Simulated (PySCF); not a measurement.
# How methods differ on the ionisation energy of Pb(53+)

Pb(53+) [Ar] 3d10 4s1 (2S) → Pb(54+) [Ar] 3d10 (1S), as a difference of total energies. Computed with PySCF 2.14 in an uncontracted even-tempered set (18 s from 7.2 bohr⁻², ratio 2.5; 14 p from 9.3 bohr⁻², ratio 2.5; 7 d from 17 bohr⁻², ratio 2.5; 4 f from 42 bohr⁻², ratio 2.7; 4 g from 63 bohr⁻², ratio 2.7), with the spin-free X2C one-electron Hamiltonian (Gaussian nucleus). Correlated levels: outer shells: [Ne] frozen; virtual orbitals above 40 to 60 times the deepest correlated orbital energy dropped. The calculations carry no spin-orbit coupling.

| method | ionisation energy (eV) |
| --- | --- |
| UHF | 3275.4 |
| MP2 (outer shells) | 3276.9 |
| SCS-MP2 (outer shells) | 3276.6 |
| CCSD (outer shells) | 3276.9 |
| CCSD(T) (outer shells) | 3276.9 |

Breit and QED terms and the two-electron picture change are absent.

For comparison: 3282.1 ± 2 eV (semi-empirical (NIST evaluation); NIST Atomic Spectra Database, ionization energies).
